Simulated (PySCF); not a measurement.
C5H6N2S.
Atom-mapped SMILES: `[H]/[N:1]=[CH:2]\[c:3]1[cH:4][cH:5][c:6]([NH2:7])[s:8]1` (hydrogens: H9 on N1; H10 on C2; H11 on C4; H12 on C5; H13, H14 on N7)

The same species was optimised twice, with GFN2-xTB and with PBE0-D3(BJ)/def2-SVP (PySCF), and the same property calculations (PySCF, gas phase) were run on both structures.

```json
{"coordinate": "C2–C3 (Å)", "GFN2-xTB": "1.436", "PBE0-D3(BJ)/def2-SVP": "1.450", "change": "+0.014"}
{"coordinate": "C4–C5 (Å)", "GFN2-xTB": "1.401", "PBE0-D3(BJ)/def2-SVP": "1.414", "change": "+0.013"}
{"coordinate": "N1=C2 (Å)", "GFN2-xTB": "1.265", "PBE0-D3(BJ)/def2-SVP": "1.275", "change": "+0.010"}
{"coordinate": "C5–C6 (Å)", "GFN2-xTB": "1.372", "PBE0-D3(BJ)/def2-SVP": "1.382", "change": "+0.010"}
{"coordinate": "C3–S8 (Å)", "GFN2-xTB": "1.755", "PBE0-D3(BJ)/def2-SVP": "1.748", "change": "-0.007"}
{"coordinate": "C3–C4 (Å)", "GFN2-xTB": "1.371", "PBE0-D3(BJ)/def2-SVP": "1.376", "change": "+0.005"}
{"coordinate": "C6–S8 (Å)", "GFN2-xTB": "1.732", "PBE0-D3(BJ)/def2-SVP": "1.735", "change": "+0.003"}
{"coordinate": "C6–N7 (Å)", "GFN2-xTB": "1.369", "PBE0-D3(BJ)/def2-SVP": "1.369", "change": "0.000"}
{"coordinate": "C3–S8–C6 (°)", "GFN2-xTB": "91.1", "PBE0-D3(BJ)/def2-SVP": "91.9", "change": "+0.8"}
{"coordinate": "N1–C2–C3 (°)", "GFN2-xTB": "129.1", "PBE0-D3(BJ)/def2-SVP": "129.7", "change": "+0.6"}
{"coordinate": "C5–C6–N7 (°)", "GFN2-xTB": "127.7", "PBE0-D3(BJ)/def2-SVP": "128.3", "change": "+0.6"}
{"coordinate": "C2–C3–S8 (°)", "GFN2-xTB": "121.3", "PBE0-D3(BJ)/def2-SVP": "121.8", "change": "+0.5"}
{"coordinate": "C5–C6–S8 (°)", "GFN2-xTB": "111.8", "PBE0-D3(BJ)/def2-SVP": "111.4", "change": "-0.4"}
{"coordinate": "C2–C3–C4 (°)", "GFN2-xTB": "128.4", "PBE0-D3(BJ)/def2-SVP": "128.0", "change": "-0.4"}
{"coordinate": "C4–C5–C6 (°)", "GFN2-xTB": "112.7", "PBE0-D3(BJ)/def2-SVP": "112.4", "change": "-0.3"}
{"coordinate": "N7–C6–S8 (°)", "GFN2-xTB": "120.4", "PBE0-D3(BJ)/def2-SVP": "120.2", "change": "-0.2"}
{"coordinate": "N1–C2–C3–C4 (°)", "GFN2-xTB": "180", "PBE0-D3(BJ)/def2-SVP": "180", "change": "0"}
```

Rotational constants: A = 4379, B = 1256, C = 976.4 MHz (GFN2-xTB) against A = 4370, B = 1238, C = 965.4 MHz (PBE0-D3(BJ)/def2-SVP).

On the GFN2-xTB structure: HOMO (eV) -5.94 [PBE0/pcSseg-1]; LUMO (eV) -1.15 [PBE0/pcSseg-1]; dipole (D) 5.35 [PBE0/pcSseg-1]; GIAO shielding of N1 (ppm) -55.1 [PBE0/pcSseg-1]; GIAO shielding of C2 (ppm) 24.0 [PBE0/pcSseg-1]; GIAO shielding of C3 (ppm) 49.6 [PBE0/pcSseg-1]; GIAO shielding of C4 (ppm) 51.3 [PBE0/pcSseg-1]; GIAO shielding of C5 (ppm) 79.6 [PBE0/pcSseg-1]; GIAO shielding of C6 (ppm) 22.3 [PBE0/pcSseg-1]; GIAO shielding of N7 (ppm) 190.9 [PBE0/pcSseg-1]; GIAO shielding of S8 (ppm) 335.1 [PBE0/pcSseg-1].

**Question.** What do these properties become on the PBE0-D3(BJ)/def2-SVP structure?

**Answer.** 
```json
{"property": "HOMO (eV)", "level": "PBE0/pcSseg-1", "on GFN2-xTB": "-5.94", "on PBE0-D3(BJ)/def2-SVP": "-5.97", "change": "-0.03"}
{"property": "LUMO (eV)", "level": "PBE0/pcSseg-1", "on GFN2-xTB": "-1.15", "on PBE0-D3(BJ)/def2-SVP": "-1.19", "change": "-0.04"}
{"property": "dipole (D)", "level": "PBE0/pcSseg-1", "on GFN2-xTB": "5.35", "on PBE0-D3(BJ)/def2-SVP": "5.45", "change": "+0.10"}
{"property": "energy, GFN2-xTB geometry as zero (kcal/mol)", "level": "PBE0/pcSseg-1", "on GFN2-xTB": "0.0", "on PBE0-D3(BJ)/def2-SVP": "-0.6", "change": "-0.6"}
{"property": "GIAO shielding of N1 (ppm)", "level": "PBE0/pcSseg-1", "on GFN2-xTB": "-55.1", "on PBE0-D3(BJ)/def2-SVP": "-55.2", "change": "-0.1"}
{"property": "GIAO shielding of C2 (ppm)", "level": "PBE0/pcSseg-1", "on GFN2-xTB": "24.0", "on PBE0-D3(BJ)/def2-SVP": "20.0", "change": "-4.0"}
{"property": "GIAO shielding of C3 (ppm)", "level": "PBE0/pcSseg-1", "on GFN2-xTB": "49.6", "on PBE0-D3(BJ)/def2-SVP": "50.0", "change": "+0.4"}
{"property": "GIAO shielding of C4 (ppm)", "level": "PBE0/pcSseg-1", "on GFN2-xTB": "51.3", "on PBE0-D3(BJ)/def2-SVP": "49.1", "change": "-2.2"}
{"property": "GIAO shielding of C5 (ppm)", "level": "PBE0/pcSseg-1", "on GFN2-xTB": "79.6", "on PBE0-D3(BJ)/def2-SVP": "77.4", "change": "-2.2"}
{"property": "GIAO shielding of C6 (ppm)", "level": "PBE0/pcSseg-1", "on GFN2-xTB": "22.3", "on PBE0-D3(BJ)/def2-SVP": "21.3", "change": "-1.0"}
{"property": "GIAO shielding of N7 (ppm)", "level": "PBE0/pcSseg-1", "on GFN2-xTB": "190.9", "on PBE0-D3(BJ)/def2-SVP": "189.9", "change": "-1.0"}
{"property": "GIAO shielding of S8 (ppm)", "level": "PBE0/pcSseg-1", "on GFN2-xTB": "335.1", "on PBE0-D3(BJ)/def2-SVP": "333.0", "change": "-2.1"}
```

The heavy atoms differ by 0.018 Å rms after alignment. Among bonds between heavy atoms C2–C3 and C4–C5 change most and about equally (+0.013 to +0.014 Å). Changes are differences of the printed values. Neither structure is proved a minimum here.

Shape of the structure used: `[H]/[N:1]=[CH:2]\[c:3]1[cH:4][cH:5][c:6]([NH2:7])[s:8]1`: N1–C2–C3–C4 180°, H–N7–C6–C5 159°, H–N7–C6–C5 20°.
